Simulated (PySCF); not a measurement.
An element was calculated at PBE (PySCF 2.14, spin-free X2C, a triple-zeta basis, no spin-orbit coupling), in the ground configurations that NIST lists.

- first ionisation energy: 14.031 eV
- second ionisation energy: 24.326 eV
- third ionisation energy: 35.536 eV

Problem. Which element is it?

Solution. Krypton (Kr, Z = 36), in x2c-TZVPPall. NIST lists 14.000, 24.360, 35.838 ± 0.02 eV for these ionisation energies.
